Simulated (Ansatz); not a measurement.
`N1[SiH2]P1` and `O[SiH]1NP1` differ in one atom or group.

Ansatz, PBE0-D4/def2-TZVP geometries, multiplicity 1. Each molecule was computed in one conformer, which needn't be the lowest.

```
                                          property  `N1[SiH2]P1`
             HOMO–LUMO gap (B3LYP/def2-TZVPP) / eV          5.66
                 HOMO energy (PBE/def2-TZVPP) / eV         -5.59
                HOMO energy (PBE0/def2-TZVPP) / eV         -6.72
              HOMO–LUMO gap (PBE0/def2-TZVPP) / eV          6.07
size of the dipole moment (ωB97M-V/def2-TZVPP) / D          1.57
    size of the dipole moment (PBE/def2-TZVPP) / D          1.53
```

Q: Give the same properties after the change, and the shifts. (An estimate is asked.)

A: Ansatz gave: 
| property | `O[SiH]1NP1` | shift |
| --- | --- | --- |
| HOMO–LUMO gap (B3LYP/def2-TZVPP) / eV | 5.83 | 0.17 |
| HOMO energy (PBE/def2-TZVPP) / eV | -5.50 | 0.09 |
| HOMO energy (PBE0/def2-TZVPP) / eV | -6.65 | 0.07 |
| HOMO–LUMO gap (PBE0/def2-TZVPP) / eV | 6.29 | 0.22 |
| size of the dipole moment (ωB97M-V/def2-TZVPP) / D | 0.90 | -0.67 |
| size of the dipole moment (PBE/def2-TZVPP) / D | 1.02 | -0.51 |

With PBE0 the HOMO rises by 0.07 eV and the LUMO rises by 0.28 eV, so the gap widens by about 0.21 eV. PBE moves the HOMO by 0.09 eV and ωB97M-V by 0.05 eV. The zero-point energy changes by 17.5 kJ/mol with +3 modes. Dipoles are sizes alone; their direction can turn.

B3LYP here is the variant with VWN-RPA as its local correlation; programs differ in this.
